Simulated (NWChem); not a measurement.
System: CHO2, doublet; SMILES O=[C]O

Input file for NWChem:

```
start job
memory heap 200 mb stack 900 mb global 1100 mb
geometry units angstroms noautosym nocenter noautoz
  O     -0.175484     1.141737     0.000000
  C      0.418896     0.103054     0.000000
  O     -0.021672    -1.147002     0.000000
  H     -1.014934    -1.136882     0.000000
end
basis spherical
  O library iglo-ii
  C library iglo-ii
  H library iglo-ii
end
dft
  odft
  mult 2
  xc xctpssh
  iterations 150
end
property
  hyperfine
end
task dft property
```

In the optimisation the excess spin sits in a' (Cs, its own frame). Structure relaxed at the PBE-D3(BJ)/def2-SVP, spin-unrestricted level. No stability test was run on the SCF state.

Fermi-contact couplings, non-relativistic, static geometry.

Atoms are numbered as in the input.

Question: What results follow from this input? (TPSSh/IGLO-II, spin-unrestricted, contact and dipolar terms.) Quantities: A(iso) 17O atom 1 (MHz); A(iso) 13C atom 2 (MHz); A(iso) 17O atom 3 (MHz); A(iso) 1H atom 4 (MHz); <S²>.

Answer: 
```
Quantity                 Value
-----------------------  -----
A(iso) 17O atom 1 (MHz)  -41.1
A(iso) 13C atom 2 (MHz)    621
A(iso) 17O atom 3 (MHz)   -241
A(iso) 1H atom 4 (MHz)     105
<S²>                     0.753
```
